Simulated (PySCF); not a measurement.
## Partial charges of `CO[C@@]12CC=C(C#N)[C@@H]1C2`

C₈H₉NO.
Geometry (GFN2-xTB, Å), atoms numbered from 1 in this order:
```xyz
19
C8H9NO angstrom
C     -2.7877    0.0775    0.0097
O     -1.6727   -0.7364    0.3114
C     -0.4524   -0.1509    0.0092
C      0.1023    0.9125    0.9576
C      1.5746    0.6500    0.9678
C      1.9061   -0.4137    0.2233
C      3.1966   -0.9436    0.0581
N      4.2465   -1.3834   -0.0856
C      0.7153   -0.9930   -0.4516
C      0.0181   -0.0604   -1.4150
H     -2.7983    0.9838    0.6249
H     -3.6684   -0.5206    0.2331
H     -2.7962    0.3651   -1.0470
H     -0.3206    0.7868    1.9586
H     -0.1228    1.9291    0.6251
H      2.2597    1.2590    1.5325
H      0.6526   -2.0580   -0.6080
H      0.5339    0.8311   -1.7410
H     -0.5964   -0.5257   -2.1707
```

Density: PBE0/pcSseg-1 (PySCF); schemes: Mulliken, IAO, Hirshfeld and ESP-fitted. Geometry: GFN2-xTB, one conformer, isolated molecule.

Problem. Atoms with like bonding are taken together and averaged. Do the Mulliken, IAO, Hirshfeld and ESP-fitted schemes agree on where the charge is highest?

Solution. The schemes don't all agree: Mulliken H14 (+0.156); IAO C3 (+0.206); Hirshfeld C3 (+0.078); ESP-fitted C7 (+0.489).

Problem. At which atom do the 4 schemes differ most?

Solution. At C7: from +0.075 (Hirshfeld) to +0.489 e (ESP-fitted), 0.414 e apart.

Problem. Which atoms carry the lowest charge in the Mulliken, IAO, Hirshfeld and ESP-fitted schemes?

Solution. The schemes don't all agree: Mulliken O2 (-0.485); IAO O2 (-0.374); Hirshfeld N8 (-0.221); ESP-fitted N8 (-0.486).

Problem. What partial charge does each atom carry?

Solution. In e; atoms taken as equivalent share a row and are averaged (×n: the atom named and its like, n in all):

```csv
atom,environment,Mulliken,IAO,Hirshfeld,ESP-fitted
C1,methoxy carbon,-0.016,-0.202,-0.039,+0.036
O2,ether oxygen,-0.485,-0.374,-0.137,-0.411
C3,sp3 carbon bound to oxygen,-0.003,+0.206,+0.078,+0.330
C4,allylic carbon,-0.081,-0.293,-0.072,-0.198
C5,alkene CH carbon,-0.070,-0.112,-0.014,-0.085
C6,fully substituted alkene carbon,-0.124,-0.054,+0.010,-0.291
C7,nitrile carbon,+0.155,+0.142,+0.075,+0.489
N8,nitrile nitrogen,-0.243,-0.240,-0.221,-0.486
C9,sp3 carbon at a ring junction,-0.136,-0.141,-0.042,+0.054
C10,three-membered-ring carbon,-0.094,-0.314,-0.095,-0.482
H11/H12/H13,methyl hydrogen,+0.104,+0.138,+0.044,+0.055
H14,methylene hydrogen,+0.156,+0.163,+0.052,+0.128
H15,methylene hydrogen,+0.150,+0.155,+0.050,+0.112
H16,vinylic hydrogen,+0.086,+0.168,+0.063,+0.148
H17,methine hydrogen,+0.123,+0.170,+0.061,+0.117
H18,methylene hydrogen,+0.130,+0.151,+0.046,+0.183
H19,methylene hydrogen,+0.139,+0.162,+0.054,+0.192
```

Mean size of the charges over all atoms: ESP-fitted 0.206 e, IAO 0.182 e, Mulliken 0.132 e, Hirshfeld 0.065 e. Each set sums to the total charge, 0, to within 0.001 e. The Hirshfeld scheme weights the molecular density at each point by an atom's share of the summed free-atom densities.

Some averages cover members that differ in this geometry: H11/H12/H13, ESP-fitted +0.031 to +0.093; H11/H12/H13, IAO +0.124 to +0.162; H11/H12/H13, Mulliken +0.093 to +0.125 e.

Problem. Sum the charges by element, for elements with more than one atom.

Solution. 
```json
{"element": "C", "atoms": "8", "Mulliken": "-0.369", "IAO": "-0.767", "Hirshfeld": "-0.099", "ESP-fitted": "-0.148"}
{"element": "H", "atoms": "9", "Mulliken": "+1.097", "IAO": "+1.382", "Hirshfeld": "+0.456", "ESP-fitted": "+1.044"}
```

Problem. How closely do the schemes follow one another over all atoms?

Solution. Correlation coefficient and root-mean-square difference: IAO with Hirshfeld 0.90, 0.130 e; Hirshfeld with ESP-fitted 0.86, 0.194 e; Mulliken with IAO 0.85, 0.104 e; Mulliken with Hirshfeld 0.84, 0.107 e; IAO with ESP-fitted 0.82, 0.148 e; Mulliken with ESP-fitted 0.77, 0.168 e.

Problem. How many electrons does the ESP-fitted scheme count on C3?

Solution. Z − q = 6 − (+0.330) = 5.670.
